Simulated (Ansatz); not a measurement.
Wavefunction ladder for CH₃Cl₂ISi, SMILES `ClC[SiH](Cl)I`

```xyz
8

Cl   -1.744   -1.238    0.787
C    -0.173   -1.004   -0.013
Si    0.160    0.831   -0.181
Cl    1.855    1.043   -1.313
I     0.479    1.825    2.005
H    -0.219   -1.471   -0.999
H     0.596   -1.502    0.578
H    -0.955    1.517   -0.863
```

The species carries charge 0 and has multiplicity 1. Correlated methods include outer-core shells of I, which these sets cover unevenly. I takes the def2 core potential. Geometry: relaxed with PBE0-D4/def2-TZVP. It is one conformer, not always the lowest. Frozen core, restricted reference, the Gaussian-basis code of Ansatz.

| basis | HF (Eh) | MP2 corr. | CCSD corr. | (T) | CCSD(T) total |
| --- | --- | --- | --- | --- | --- |
| def2-SVP | -1543.88174 | -0.61766 | -0.66914 | -0.01730 | -1544.56818 |
| def2-TZVPP | -1544.36070 | -1.16493 | -1.18333 | -0.04186 | -1545.58589 |
| def2-QZVPP | -1544.39814 | -1.39698 | – | – | – |
